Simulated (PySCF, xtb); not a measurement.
Ge(F)3(OH) (F₃GeHO), SMILES [OH][Ge]([F])([F])[F]. One conformer was computed; it need not be the lowest.

Harmonic wavenumbers (cm⁻¹) from GFN2-xTB in xtb 6.7.1 at its own minimum, in rising order: 100, 156, 174, 196, 207, 208, 495, 550, 578, 663, 790, 3568.

### Question
What does PySCF with PBE-D3(BJ)/def2-SVP give at its own minimum? (An estimate is asked for; the answer gives what the named calculation found.)

### Answer
64, 196, 213, 244, 253, 259, 673, 742, 756, 759, 907, 3717. Paired by order, the mean absolute difference is 97 cm⁻¹ and the zero-point energies are 11.0 and 12.6 kcal/mol.
